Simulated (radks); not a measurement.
Values are calculated unless marked as measured or tabulated.
Question: Zn4+, configuration [Ne] 3s2 3p4 3d8 4d2 (not the ground configuration). Level of theory: scalar-relativistic Kohn-Sham, exchange-only r2SCAN, spin-polarised, spherical densities, finite nucleus; open shells are filled with parallel spins first; meta-GGA in the generalised Kohn-Sham scheme; Fermi nuclear charge, rms radius 3.9283 fm (a radial shooting solver on a logarithmic mesh with Libxc functionals). Some entries of the table are withheld. Estimate them.

orbital  occ.  eigenvalue (hartree)  <1/r> (bohr^-1)
1s up       1             -355.2069            30.22
1s down     1             -355.1339            30.23
2s up       1             -46.84873            6.607
2s down     1             -46.72998            6.613
2p up       3             -41.07359            6.468
2p down     3             -40.93701            6.472
3s up       1              -8.52634            2.170
3s down     1              -8.14476            2.144
3p up       3              -6.73412            2.037
3p down     1              -6.36315            2.011
3d up       5              -3.81244            1.780
3d down     3              -3.47732            1.755
4d up       2                   (1)           0.5429

Answer: 
(1) 4d up eigenvalue (hartree): -1.16342
